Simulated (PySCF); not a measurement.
**How methods differ on the ionisation energy of Sm³⁶⁺**

Sm³⁶⁺ [Ar] 3d8 [3d3/2^4 3d5/2^4, M_J = 4] → Sm³⁷⁺ [Ar] 3d7 [3d3/2^4 3d5/2^3, M_J = 9/2], as a difference of total energies. Computed with PySCF 2.14 in an uncontracted even-tempered set (16 s from 7 bohr⁻², ratio 2.8; 12 p from 9 bohr⁻², ratio 2.8; 8 d from 9 bohr⁻², ratio 2.8; 3 f from 35 bohr⁻², ratio 3), with the two-component X2C-1e Hamiltonian. Correlated levels: [Ne] frozen; the 74 highest virtual spinors dropped. "Screened" scales the spin-orbit matrix elements by Boettger's factors to mimic the two-electron term; Breit and QED terms are absent.

Question: Order these methods by the ionisation energy they give, lowest first.
A. GHF (screened spin-orbit)
B. GHF (spin-free)
C. GMP2 (spin-free)
D. GMP2 (screened spin-orbit)

Answer: A (2569.0 eV), D (2570.1 eV), B (2578.2 eV), C (2579.4 eV).

Breit and QED terms and the two-electron picture change are absent.

The spin-free rows relax to the high-spin LS determinant and lack the spin-orbit shift.

The labels give the starting determinants; with spin-orbit coupling the two ends relaxed to ⟨J²⟩ = 20.00, ⟨L²⟩ = 12.78, ⟨S²⟩ = 1.84 and ⟨J²⟩ = 24.75, ⟨L²⟩ = 15.06, ⟨S²⟩ = 2.77.

For comparison: 2569 ± 5 eV (theoretical estimate listed by NIST; NIST Atomic Spectra Database, ionization energies).
